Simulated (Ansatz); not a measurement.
`[OH][SbH][SiH3]`, 8 atoms. Charge 0, multiplicity 1. Correlated methods include outer-core shells of Sb, which these sets cover unevenly. Sb: def2 effective core potential. All runs use 2 threads of an Arm Neoverse V1 on a shared host. Correlated methods freeze the cores.

Question: How many basis functions does each run have, and how long does it take in Ansatz? direct RPA on PBE orbitals/def2-TZVPP energy; RKS ωB97M-V/def2-SVP energy; RKS PBE-D4/def2-TZVPP energy and forces; RKS PBE0-D4/def2-QZVPP energy; RKS LC-ωPBE/def2-TZVPP energy; RKS B97M-V/def2-TZVPP energy; RHF-CCSD(T)/def2-SVP energy; RKS PBE0-D4/def2-SVP energy; RHF-MP2/def2-QZVPP energy; RHF-CCSD(T)/def2-TZVPP energy; RKS PBE0-D4/def2-TZVP relaxation (6 steps); RKS BHLYP-D4/def2-TZVPP energy. (Best estimate.)

Answer: Computed: Other jobs shared the machine, so times are rough.

```tsv
level	job	functions	wall time	peak host memory (GiB)
RKS PBE0-D4/def2-SVP	energy	83	1.7 s	0.15
RKS PBE-D4/def2-TZVPP	energy and forces	193	3.3 s	0.21
RKS LC-ωPBE/def2-TZVPP	energy	193	3.7 s	0.28
RKS BHLYP-D4/def2-TZVPP	energy	193	3.8 s	0.39
RHF-CCSD(T)/def2-SVP	energy	83	3.9 s	0.27
RKS ωB97M-V/def2-SVP	energy	83	8 s	0.24
direct RPA on PBE orbitals/def2-TZVPP	energy	193	8.5 s	0.39
RKS PBE0-D4/def2-QZVPP	energy	359	11 s	0.96
RKS B97M-V/def2-TZVPP	energy	193	11 s	0.28
RHF-MP2/def2-QZVPP	energy	359	22 s	1.4
RKS PBE0-D4/def2-TZVP	relaxation (6 steps)	148	24 s	0.32
RHF-CCSD(T)/def2-TZVPP	energy	193	97 s	2.3
```

LC-ωPBE has ω = 0.4 bohr⁻¹.
